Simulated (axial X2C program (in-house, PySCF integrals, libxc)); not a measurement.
# Spin–orbit effects down a group: molecules with I, CCSD

Calculated with an in-house relativistic program for diatomic molecules, spin-free (one-electron X2C) or two-component (2c: spin–orbit coupling with atomic mean-field Coulomb and Gaunt terms, which also bring small scalar terms), in Dyall basis sets with cores contracted in-house; open shells are unrestricted.

Basis sets: Al dyall-v3z, B dyall-v3z, Ga dyall-cv3z, I dyall-cv3z, In dyall-cv3z. Frozen shells (counts by l): BI I 4s3p2d, B 1s, 10 electrons correlated; AlI I 4s3p2d, Al 2s1p, 10 electrons correlated; GaI I 4s3p2d, Ga 3s2p1d, 10 electrons correlated; InI I 4s3p2d, In 4s3p2d, 10 electrons correlated. Coupled cluster in natural virtuals with an MP2 remainder. Where the outer core of a metal is frozen, bonds come out longer and ionisation energies lower.

```csv
molecule,spin-free state,Re (Å),ωe (cm⁻¹),De (eV),2c state,Re 2c (Å),ωe 2c (cm⁻¹),De 2c (eV)
BI,"M_S = 0, Λ = 0",2.138,579.9,3.40,Ω = 0,2.140,576.8,3.12
AlI,"M_S = 0, Λ = 0",2.558,316.7,3.67,Ω = 0,2.561,315.3,3.38
GaI,"M_S = 0, Λ = 0",2.609,213.6,3.53,Ω = 0,2.612,212.7,3.19
InI,"M_S = 0, Λ = 0",2.801,172.6,3.42,Ω = 0,2.803,172.1,2.99
```

Each entry is the lowest single determinant of a limited PBE0 search at one distance. De goes to single-determinant-based atoms at the same level (for ions the charge split of lowest energy) and is withheld (n/a) where an atom does not fit its ground term or J level. Main or longest-lived isotopes.
